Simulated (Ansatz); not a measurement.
Pulling on the Si1–F2 bond in FHOSi (SMILES O[Si]F) (multiplicity 1 held, fragments rigid). Energies count from the point at 1.628 Å.
Geometry at that point (charge 0, multiplicity 1):
```xyz
4

Si     0.00937     0.00603     0.61023
F     -0.73513     1.02563    -0.41740
O      0.73079    -1.04613    -0.42561
H      0.63861    -0.94607    -1.38174
```

Signs of static correlation in cc-pV(D+d)Z, from Ansatz (an electronic-structure program) runs.

| R (Å) | T1 of restricted CCSD | ⟨S²⟩ of UHF | largest double amplitude of restricted CCSD |
|---|---|---|---|
| 1.302 | 0.013 | 0.000 | 0.109 |
| 1.465 | 0.014 | 0.000 | 0.109 |
| 1.628 | 0.016 | 0.000 | 0.107 |
| 1.791 | 0.017 | 0.000 | 0.104 |
| 1.953 | 0.019 | 0.000 | 0.098 |
| 2.198 | 0.023 | 0.000 | 0.082 |
| 2.442 | 0.028 | 0.000 | 0.098 |
| 2.849 | (withheld) | 0.806 | 0.141 |
| 3.256 | 0.065 | 0.964 | 0.226 |
| 3.744 | 0.120 | 1.009 | 0.467 |
| 4.395 | 0.220 | 1.021 | (withheld) |
| 5.209 | 0.305 | 1.023 | 2.106 |

What belongs in the gaps?


- 2.849, T1 of restricted CCSD: 0.041
- 4.395, largest double amplitude of restricted CCSD: 1.167

Doubts at one or more of the structures used: a restricted determinant that unrestricted orbitals would lower (R-CCSD(T)/cc-pV(D+d)Z); T1 above 0.05 (R-CCSD(T)/cc-pV(D+d)Z, U-CCSD(T)/cc-pV(D+d)Z); other coupled-cluster roots lie near (R-CCSD(T)/cc-pV(D+d)Z); a spin-contaminated determinant (U-CCSD(T)/cc-pV(D+d)Z).
